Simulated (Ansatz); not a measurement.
Task: Name a neutral molecule of B, C, N and H with HOMO energy (B3LYP/def2-TZVPP) between -7.20 and -6.90 eV and zero-point energy (PBE0-D4/def2-TZVP) between 339 and 355 kJ/mol (Ansatz, PBE0-D4/def2-TZVP geometry).

Result: `BN(C)CC` (-7.18 eV, 350.9 kJ/mol); `CBN(C)C` (-6.95 eV, 349.5 kJ/mol). Other molecules can fit too; these were computed, each in one conformer that needn't be the lowest.

B3LYP here is the variant with VWN-RPA as its local correlation; programs differ in this.
